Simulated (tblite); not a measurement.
Compound: C6H15SSi (charge +1).
Numbering: `[SiH3:1][CH2:2][CH2:3][S+:4]1[CH2:5][CH2:6][CH2:7][CH2:8]1` (hydrogens: H9, H10, H11 on Si1; H12, H13 on C2; H14, H15 on C3; H16, H17 on C5; H18, H19 on C6; H20, H21 on C7; H22, H23 on C8)

Structure used (GFN2-xTB), in Å, numbered top down from 1:
```xyz
23
C6H15SSi angstrom
Si     3.7192    0.3209    0.1124
C      2.0964   -0.5559   -0.4821
C      0.9333    0.3956   -0.4977
S     -0.6104   -0.4239   -1.1139
C     -1.1418   -1.3330    0.3814
C     -1.9656   -0.3579    1.2052
C     -2.8076    0.4212    0.2025
C     -1.8539    0.9087   -0.8792
H      3.9520    1.4156   -0.8257
H      3.4126    0.8317    1.4494
H      4.7542   -0.7003    0.1129
H      2.2562   -0.9618   -1.4799
H      1.8936   -1.3993    0.1774
H      0.7127    0.7950    0.4904
H      1.1048    1.2136   -1.1958
H     -1.7451   -2.1679    0.0269
H     -0.2631   -1.7201    0.8913
H     -1.3197    0.3179    1.7680
H     -2.5884   -0.8969    1.9173
H     -3.5667   -0.2314   -0.2300
H     -3.3125    1.2658    0.6689
H     -1.3188    1.8093   -0.5833
H     -2.3461    1.0800   -1.8337
```

Computed with GFN2-xTB (tblite): harmonic, unscaled wavenumbers at the GFN2-xTB geometry, gas phase. This tight-binding method is rough: wavenumbers can miss measured ones by several per cent, in bad cases by 10 to 20. Modes of hydrogen on silicon can be 10 to 20 % off. One conformer, not necessarily the lowest.

Harmonic wavenumbers (cm⁻¹): 51.0, 64.0, 90.9, 123.3, 138.7, 198.5, 250.1, 270.6, 300.5, 456.2, 518.5, 521.7, 533.0, 638.9, 675.2, 678.4, 721.7, 726.4, 749.7, 763.7, 780.7, 806.9, 846.7, 882.5, 902.4, 948.9, 1002.6, 1009.4, 1047.1, 1072.2, 1079.5, 1088.4, 1125.3, 1174.9, 1183.5, 1192.2, 1228.3, 1230.6, 1240.7, 1250.5, 1295.9, 1324.2, 1417.9, 1424.2, 1431.2, 1468.6, 1479.5, 1483.3, 2278.5, 2307.0, 2362.1, 2994.6, 2997.1, 3003.0, 3006.7, 3010.5, 3015.2, 3018.0, 3019.9, 3027.2, 3030.7, 3033.0, 3038.2.

A = 3223, B = 613.0, C = 594.8 MHz; mass 147.066 u (most abundant isotopes); point group C1, symmetry number 1.

What is the zero-point energy?

½Σν̃ = 42015 cm⁻¹ = 120.13 kcal/mol.

What is S at 200 K and 1 bar for an ideal gas of classical rigid rotors and harmonic oscillators?

Translation 38.91, rotation 28.80, vibration 20.84: S = 88.6 cal/(mol K).

And Cp and H(200 K) − H(0)?

Cp = 30.31 cal/(mol K), of which vibrations give 22.37 (their classical limit is 63 R = 125.2); H(200 K) − H(0) = 3.85 kcal/mol without the zero-point energy, 2.26 from vibrations.

Which modes carry the vibrational entropy at 200 K?

51.0 cm⁻¹: 3.99; 64.0 cm⁻¹: 3.55; 90.9 cm⁻¹: 2.87; 123.3 cm⁻¹: 2.29; 138.7 cm⁻¹: 2.07; 198.5 cm⁻¹: 1.44 cal/(mol K); the other 57 give 4.64 together.

Blend soft modes into free rotors: weight 1/[1 + (100 cm⁻¹/ν̃)⁴] for the oscillator and the rest for a rotor with moment μB/(μ + B), μ = h/(8π²ν), B = 10⁻⁴⁴ kg m². What vibrational entropy results?

19.35 cal/(mol K) in place of 20.84, which changes −T·S at 200 K by +0.30 kcal/mol.

How do the functions run with temperature in this model?

| T (K) | S (cal/(mol K)) | Cp (cal/(mol K)) | H − H(0) (kcal/mol) | G − H(0) (kcal/mol) | ln q(vib) |
| --- | --- | --- | --- | --- | --- |
| 50 | 60.2 | 14.0 | 0.52 | -2.49 | 0.56 |
| 100 | 71.8 | 19.7 | 1.37 | -5.81 | 1.93 |
| 298.15 | 103.0 | 43.1 | 7.44 | -23.27 | 7.60 |
| 373.15 | 113.8 | 52.9 | 11.05 | -31.40 | 9.77 |
| 500 | 131.3 | 66.9 | 18.68 | -46.95 | 13.51 |
| 750 | 162.3 | 86.2 | 38.01 | -83.75 | 20.83 |
| 1000 | 189.0 | 98.9 | 61.26 | -127.75 | 27.78 |

q(vib) and H(0) count from the zero-point level.

What must be added to the electronic energy to get the Gibbs energy at 200 K and 1 bar?

ZPE + [H(200 K) − H(0)] − T·S = 120.13 + 3.85 − 17.71 = 106.27 kcal/mol.

Hindered rotation and anharmonicity are outside this model. Other conformers, if any are populated, would add a mixing term that is left out. The structure is chiral; the term R ln 2 for an equal mix with its mirror image is left out.
